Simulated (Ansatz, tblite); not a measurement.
Forces on the cluster Li₆N₂⁻ at its PBE-D4/def2-TZVPD geometry. Charge -1, multiplicity 2.

The xTB rows come from tblite. At PBE-D4/def2-TZVPD the highest occupied level of the charge -1 doublet lies above zero (up to 0.31 eV). It is a level of α spin, whose loss leaves a singlet; that state wasn't run at this geometry and level. The electron is either unbound and held by the finite basis, or the level is raised by self-interaction error. Another isomer (doublet) lies 0.55 eV lower at r2SCAN-D4/def2-TZVPD; other spin states weren't run for this one.

GFN1-xTB (tblite), largest force 2.97 eV/Å:

```xyz
8
positions Å, forces eV/Å
Li   -2.490    0.701    1.176    0.460   -0.129   -0.217
Li   -0.376   -0.892    2.327   -0.225    0.311   -0.428
Li    0.003    2.148    1.318   -0.320   -0.444   -0.177
Li   -1.505    1.420   -1.439    0.055   -0.263    0.508
Li    0.604   -0.171   -0.287   -0.163    0.047    0.078
Li   -1.883   -1.619   -0.430    0.149    0.491    0.257
N     2.331   -0.655   -1.099    2.600   -0.734   -1.233
N     3.314   -0.932   -1.565   -2.556    0.721    1.212
```

GFN2-xTB (tblite), largest force 4.82 eV/Å:

```
Li 0.276 -0.076 -0.128
Li -0.154 0.313 -0.504
Li -0.258 -0.507 -0.234
Li 0.149 -0.308 0.507
Li -0.287 0.081 0.135
Li 0.250 0.503 0.235
N -4.191 1.183 1.989
N 4.216 -1.190 -2.000
```

PBE-D4/def2-TZVPD (Ansatz), largest force 0.02 eV/Å:

```
Li 0.001 0.001 0.001
Li 0.000 0.004 -0.004
Li -0.003 -0.007 -0.003
Li 0.002 -0.001 0.004
Li -0.003 0.003 0.004
Li 0.001 0.001 0.001
N 0.019 -0.008 -0.013
N -0.017 0.006 0.011
```
